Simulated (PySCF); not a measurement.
C2H6ClGe, SMILES [CH3][Ge]([CH3])[Cl], multiplicity 2. Atoms are numbered in the order given.

```xyz
10

C      1.0934    -0.4407    -1.6309
Ge     0.3222     0.3780     0.0000
C      1.0934    -0.4407     1.6309
Cl    -1.8142    -0.1879     0.0000
H      0.5941    -0.0535    -2.5296
H      2.1706    -0.2223    -1.6857
H      0.9413    -1.5306    -1.5734
H      0.9413    -1.5306     1.5734
H      0.5941    -0.0535     2.5296
H      2.1706    -0.2223     1.6857
```
Charge 0, spin multiplicity 2.

Coordinates come from a B3LYP-D3(BJ)/def2-SVP optimisation. The isomer is the one that the SMILES or the coordinates give; other isomers of the formula were not compared.

Level of theory: M06-2X/def2-TZVP in PySCF.

ESP charges are fitted to the potential on shells at 1.4 to 2.0 van der Waals radii. Atomic charges (e):

```csv
atom,Mulliken,ESP fit,Löwdin,Mulliken spin
C1,-0.55,…,-0.53,0.06
Ge2,0.46,…,0.28,0.78
C3,-0.55,…,-0.53,0.06
Cl4,-0.35,…,0.02,0.06
H5,0.17,…,0.13,0.00
H6,0.16,…,0.12,0.00
H7,0.17,…,0.13,0.02
H8,0.17,…,0.13,0.02
H9,0.17,…,0.13,0.00
H10,0.16,…,0.12,0.00
```

Task: Complete the blanks. (An estimate is asked for; the answer gives what the named calculation found.)

Result: 
- C1, ESP fit: -0.61
- Ge2, ESP fit: 0.36
- C3, ESP fit: -0.61
- Cl4, ESP fit: -0.25
- H5, ESP fit: 0.17
- H6, ESP fit: 0.18
- H7, ESP fit: 0.20
- H8, ESP fit: 0.20
- H9, ESP fit: 0.17
- H10, ESP fit: 0.18
